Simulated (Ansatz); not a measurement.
Ansatz (an electronic-structure program) input (PBE/def2-TZVPD):

Ansatz 0.2 input:
```yaml
crystal:
  periodic: [false, false, false]
  atoms:
    - {symbol: C, position_ang: [3.20865510, -0.55342088, 0.68619730]}
    - {symbol: C, position_ang: [1.89569060, -0.75369089, -0.06448780]}
    - {symbol: C, position_ang: [1.22053342, 0.57859205, -0.44393447]}
    - {symbol: C, position_ang: [-0.04915433, 0.41978782, -1.20301818]}
    - {symbol: C, position_ang: [-1.37546141, 0.74290061, -0.61263595]}
    - {symbol: C, position_ang: [-1.86833409, -0.32056150, 0.38607259]}
    - {symbol: O, position_ang: [-3.09392053, 0.03823172, 1.01217266]}
    - {symbol: H, position_ang: [3.92349248, 0.01159401, 0.08312421]}
    - {symbol: H, position_ang: [3.04986277, 0.00037292, 1.61463208]}
    - {symbol: H, position_ang: [3.67014417, -1.50857402, 0.94311728]}
    - {symbol: H, position_ang: [2.07263876, -1.33268358, -0.97554430]}
    - {symbol: H, position_ang: [1.20553844, -1.34469255, 0.54383525]}
    - {symbol: H, position_ang: [1.94259043, 1.15874218, -1.03531135]}
    - {symbol: H, position_ang: [1.03840958, 1.15722657, 0.46779764]}
    - {symbol: H, position_ang: [-0.00857776, -0.07792546, -2.16561629]}
    - {symbol: H, position_ang: [-1.33565259, 1.69601426, -0.07293668]}
    - {symbol: H, position_ang: [-2.12874818, 0.84820729, -1.40070130]}
    - {symbol: H, position_ang: [-1.14750257, -0.43069773, 1.19672594]}
    - {symbol: H, position_ang: [-1.95141062, -1.29080592, -0.11815149]}
    - {symbol: H, position_ang: [-3.77099663, 0.12572501, 0.33248659]}
basis:
  gaussian:
    orbitals: def2-TZVPD
hamiltonian:
  xc: {name: PBE}
magnetization: {spin_polarized: true, initial_magnetization: 1}
output: {forces: true}
```

Output:

```
Functional definition: PBE
integrals: 0.45 GiB planned
1891 factors; their error is unknown
0.54 GiB of the device are held for the grids
2.70 GiB of device memory are held for the factors and their scratch space
mean field: 3.55 GiB planned
mean field evaluation 1: about -8448.1813 eV, gradient 7.1e1 eV
mean field evaluation 2: about -8383.6878 eV, gradient 1.3e2 eV
mean field evaluation 4: about -8471.2257 eV, gradient 1.1e1 eV
mean field evaluation 8: about -8471.7200 eV, gradient 3.7e-1 eV
mean field evaluation 16: about -8471.6308 eV, gradient 1.1e-3 eV
mean field -8471.63074536 eV, -311.3266876143 hartree, gradient 7.3e-5 eV, S^2 0.753667; 0 other end points of the search recorded, 0 dependent functions left out
the calculation of the forces begins
reference -8471.63081438 eV, -311.3266901509 hartree; 29, 28 occupied and 350, 351 virtual orbitals, 1891 factors
Total energy: -8471.63081438 eV, -311.3266901509 hartree
Atom 0 at     3.208655    -0.553421     0.686197 Å, force    -0.165159    -0.028868    -0.096206 eV/Å
Atom 1 at     1.895691    -0.753691    -0.064488 Å, force     0.143646     0.184094     0.059544 eV/Å
Atom 2 at     1.220533     0.578592    -0.443934 Å, force    -0.151128    -0.191659    -0.085697 eV/Å
Atom 3 at    -0.049154     0.419788    -1.203018 Å, force    -0.014251     0.114329     0.208847 eV/Å
Atom 4 at    -1.375461     0.742901    -0.612636 Å, force     0.204142    -0.145892    -0.053288 eV/Å
Atom 5 at    -1.868334    -0.320561     0.386073 Å, force    -0.118150     0.145335    -0.113082 eV/Å
Atom 6 at    -3.093921     0.038232     1.012173 Å, force     0.095941     0.015079     0.487005 eV/Å
Atom 7 at     3.923492     0.011594     0.083124 Å, force     0.183793     0.138950    -0.142553 eV/Å
Atom 8 at     3.049863     0.000373     1.614632 Å, force    -0.027764     0.135320     0.232134 eV/Å
Atom 9 at     3.670144    -1.508574     0.943117 Å, force     0.120612    -0.233572     0.067269 eV/Å
Atom 10 at     2.072639    -1.332684    -0.975544 Å, force     0.040235    -0.153584    -0.234564 eV/Å
Atom 11 at     1.205538    -1.344693     0.543835 Å, force    -0.180534    -0.158763     0.152568 eV/Å
Atom 12 at     1.942590     1.158742    -1.035311 Å, force     0.202534     0.148298    -0.152167 eV/Å
Atom 13 at     1.038410     1.157227     0.467798 Å, force    -0.040214     0.162689     0.241114 eV/Å
Atom 14 at    -0.008578    -0.077925    -2.165616 Å, force     0.011829    -0.137815    -0.285157 eV/Å
Atom 15 at    -1.335653     1.696014    -0.072937 Å, force     0.007250     0.252332     0.153802 eV/Å
Atom 16 at    -2.128748     0.848207    -1.400701 Å, force    -0.199946     0.024336    -0.200936 eV/Å
Atom 17 at    -1.147503    -0.430698     1.196726 Å, force     0.197738    -0.031276     0.234975 eV/Å
Atom 18 at    -1.951411    -1.290806    -0.118151 Å, force    -0.007314    -0.269119    -0.142562 eV/Å
Atom 19 at    -3.770997     0.125725     0.332487 Å, force    -0.303262     0.029787    -0.331046 eV/Å
Dipole moment:     0.084119    -0.054744    -0.282675 e Å
```

It need not be the lowest isomer of its formula.
